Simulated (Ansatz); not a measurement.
SbH₂Cl. Charge 0, multiplicity 1. Geometry PBE0-D4/def2-TZVP, basis def2-TZVP, Ansatz.

```
run  HOMO (eV)  LUMO (eV)
  A      -8.95      -0.71
  B      -6.69      -2.72
  C      -7.69      -1.69
  D      -9.91       0.31
  E     -10.13       1.32
  F      -7.50      -1.92
```

In the def2 sets Sb takes a core potential; there is no spin–orbit coupling. B3LYP takes the VWN-RPA correlation.

Question: The runs used B3LYP, CAM-B3LYP, HF, LDA (SPW92), PBE0, ωB97X-V. Estimate which is which.

Answer: A CAM-B3LYP (range-separated); B LDA (SPW92) (0 % exact exchange); C PBE0 (25 % exact exchange); D ωB97X-V (range-separated); E HF (100 % exact exchange); F B3LYP (20 % exact exchange). Exact exchange lowers occupied and raises empty levels; among semilocal functionals meta-GGAs tend to open the gap a little, and such runs are hard to tell apart. The gap grows from 3.97 eV (LDA (SPW92)) to 11.45 eV (HF).
